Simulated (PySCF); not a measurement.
Isomers of C4H8ClNSi, one GFN2-xTB conformer each. Single-point energies are computed at PBE0/pcSseg-1 (PySCF, gas phase, no added dispersion term), electronic only.

Question: Rank them by PBE0/pcSseg-1 energy, lowest first (kJ/mol).
A. `[SiH3:1][NH:2][C@@H:3]1[CH:4]=[C:5]([Cl:6])[CH2:7]1` with Si1–N2–C3–C4 -174°
B. `[H]/[N:5]=[CH:4]/[C:3](=[CH:2]/[CH3:1])[SiH2:6][Cl:7]` with C2–C3–C4–N5 179°, C2–C3–Si6–Cl7 104°
C. `[CH2:1]=[CH:2][CH2:3][Si@H:4]([Cl:5])[N:6]=[CH2:7]` with C1–C2–C3–Si4 110°, C2–C3–Si4–Cl5 -172°, C3–Si4–N6–C7 -118°
D. `[CH3:1][C@@H:2]([CH2:3][C:4]#[N:5])[SiH2:6][Cl:7]` with C1–C2–C3–C4 64°, C1–C2–Si6–Cl7 -179°

Answer: D (0.0), C (35.2), B (53.5), A (209.0).

As drawn, the lowest has a C≡N group and an Si–C bond, which the highest lacks; the highest has a four-membered ring, an N–H bond and a C=C bond outside aromatic rings, which the lowest lacks. GFN2-xTB itself gives, in the same order: 0.0, 48.1, 51.1, 76.8. Both levels put the same isomer lowest; measured from each level's own lowest isomer, the values differ by up to 132.2 kJ/mol ([SiH3]N[C@@H]1C=C(Cl)C1: 76.8 against 209.0).

Q: Which frontier levels, dipoles and rotational constants go with these structures?

A: 
| SMILES | HOMO (eV, PBE0/pcSseg-1) | LUMO (eV) | dipole (D) | A, B, C (MHz) |
| --- | --- | --- | --- | --- |
| C[C@@H](CC#N)[SiH2]Cl | -8.71 | 0.12 | 3.87 | 2394, 1200, 973.0 |
| C=CC[Si@H](Cl)N=C | -7.26 | -1.20 | 2.57 | 2257, 1148, 815.3 |
| [H]/N=C/C(=C/C)[SiH2]Cl | -7.58 | -1.33 | 3.74 | 2135, 1363, 966.6 |
| [SiH3]N[C@@H]1C=C(Cl)C1 | -6.86 | -0.18 | 0.87 | 7724, 666.4, 642.0 |

Q: As an exercise, what shares would exp(−E/RT) give at 1000 K from these electronic energies alone (no entropy, no degeneracies)?

A: RT = 8.314 kJ/mol: C[C@@H](CC#N)[SiH2]Cl 98.4 %, C=CC[Si@H](Cl)N=C 1.4 %, [H]/N=C/C(=C/C)[SiH2]Cl 0.2 %, [SiH3]N[C@@H]1C=C(Cl)C1 under 0.1 %.
